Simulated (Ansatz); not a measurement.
Calculated with Ansatz (gas phase, PBE0-D4/def2-TZVP geometries, no zero-point term in ΔE). CCSD(T)/CBS is the MP2 limit (def2-TZVPP, def2-QZVPP) plus CCSD(T) − MP2 in def2-TZVPP, frozen cores. This one scheme is used for every species. DFT in def2-TZVPP. B3LYP here is the variant with VWN-RPA as its local correlation; programs differ in this. One conformer a species, not always the lowest.

Reaction (substitution at a C–C bond): `CCc1ccccc1` + `C=N` → `C=NCC` + `c1ccccc1`

| level | ΔE (kJ/mol) | difference from CCSD(T)/CBS |
| --- | --- | --- |
| LDA (SPW92) | 9.7 | -8.3 |
| revPBE-D4 | 16.5 | -1.5 |
| B3LYP-D4 | 13.9 | -4.1 |
| PBE0 | 11.3 | -6.7 |
| B3LYP | 7.0 | -11.0 |
| r2SCANh | 12.3 | -5.7 |
| HF/def2-SVP | 6.8 | -11.2 |
| MP2/def2-SVP | 21.3 | 3.3 |
| MP2/def2-TZVPP | 22.0 | 4.0 |
| HF/CBS(def2) | 7.5 | -10.5 |
| CCSD(T)/CBS | 18.0 | 0 |

Largest T1 diagnostic among the species: 0.012.

In def2-TZVPP, CCSD(T) changes the Hartree–Fock value by +11.1 kJ/mol (the triples alone add +1.3 kJ/mol) and MP2 by +14.2 kJ/mol. The D4 term adds +6.9 kJ/mol with B3LYP and +4.4 kJ/mol with PBE0; it sums over pairs of atoms, weighted by their polarisabilities, and B3LYP, whose exchange is more repulsive, gets the larger term.
